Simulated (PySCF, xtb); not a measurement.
Ga(F)2(SeH) (F2GaHSe), SMILES [F][Ga]([F])[SeH]. The values are those of a single conformer.

Harmonic wavenumbers (cm⁻¹) from GFN2-xTB run with xtb 6.7.1 at its own minimum, in rising order: 87, 119, 124, 163, 253, 441, 459, 592, 1998.

Question: What does PBE-D3(BJ)/def2-SVP in PySCF give at its own minimum? (Estimate from the structure and the level; the computed values follow.)

Answer: 105, 156, 175, 231, 294, 621, 671, 713, 2357. Paired by order, the mean absolute difference is 121 cm⁻¹ and the zero-point energies are 6.1 and 7.6 kcal/mol.
